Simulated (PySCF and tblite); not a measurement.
Results of a calculation; reference values are marked as such.
Molecule: C5H10FN, numbered as in [CH3:1][C@@:2]1([F:3])[CH2:4][CH2:5][NH:6][CH2:7]1.

The mean out-of-plane torsion at N6 (0° is planar) is held and the rest relaxed at GFN2-xTB. Energies: PBE0/pcSseg-1 + D3(BJ). (tblite 0.8, PySCF 2.14.)

GFN2-xTB profile:

(out-of-plane angle °, kcal/mol): (-45, 2.26), (-38, 0.00), (-28, 1.87), (-14, 5.78), (0, 6.87), (14, 4.45), (28, 1.48), (37, 0.99), (45, 4.26)

(1) Give the DFT energy and dipole along the out-of-plane angle.

(2) Where is the lowest sampled point, and what does the planar form cost?

## Answers

(1) 
```tsv
out-of-plane angle °	E kcal/mol	dipole D
-45	2.31	2.10
-38	0.48	2.22
-28	2.23	2.37
-14	5.07	2.44
0	5.30	2.23
14	2.16	1.61
28	0.33	1.32
37	0.00	1.02
45	2.99	1.05
```

(2) At 37°; the point at 0° lies 5.30 kcal/mol above it.
